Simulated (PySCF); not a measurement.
Geometries of 2 isomers of C2H7ClSi2, from PySCF 2.14.0, PBE0-D3(BJ)/def2-SVP geometry optimisation, gas phase. One conformer each, no zero-point energy, no frequencies.

Question: Which isomer lies lower at this level?
A.
```xyz
12
angstrom
Si     1.760    1.202    0.865
C     -0.008    0.569    0.751
C     -1.099    1.347    0.731
Si    -2.890    0.776    0.618
Cl    -0.931    3.091    0.818
H      2.081    2.076   -0.302
H      1.961    1.976    2.126
H      2.678    0.024    0.861
H     -0.188   -0.512    0.693
H     -3.637    1.243    1.822
H     -2.904   -0.715    0.546
H     -3.520    1.358   -0.603
```
B.
```xyz
12
angstrom
Cl     1.599   -2.406    0.302
C      0.866   -0.923   -0.350
Si     0.916    0.712    0.643
C     -0.819    1.128   -0.021
Si    -1.035   -0.721   -0.414
H      1.286   -0.746   -1.356
H      0.893    0.441    2.110
H      2.026    1.659    0.316
H     -0.774    1.741   -0.936
H     -1.533    1.589    0.677
H     -1.704   -1.084   -1.701
H     -1.677   -1.454    0.715
```

Answer: B. That is `ClC1[SiH2]C[SiH2]1`, 19.3 kcal/mol below the other.

| SMILES | atoms numbered as above | E (Eh) | relative (kcal/mol) | relative (kJ/mol) | dipole (D) |
| --- | --- | --- | --- | --- | --- |
| ClC1[SiH2]C[SiH2]1 | [Cl:1][CH:2]1[SiH2:3][CH2:4][SiH2:5]1 | -1118.73351 | 0.0 | 0.0 | 2.26 |
| [SiH3]/C=C(/[SiH3])Cl | [SiH3:1]/[CH:2]=[C:3](/[SiH3:4])[Cl:5] | -1118.70273 | 19.3 | 80.8 | 1.22 |

As drawn, the lower has a four-membered ring, which the higher lacks; the higher has a C=C bond outside aromatic rings, which the lower lacks.
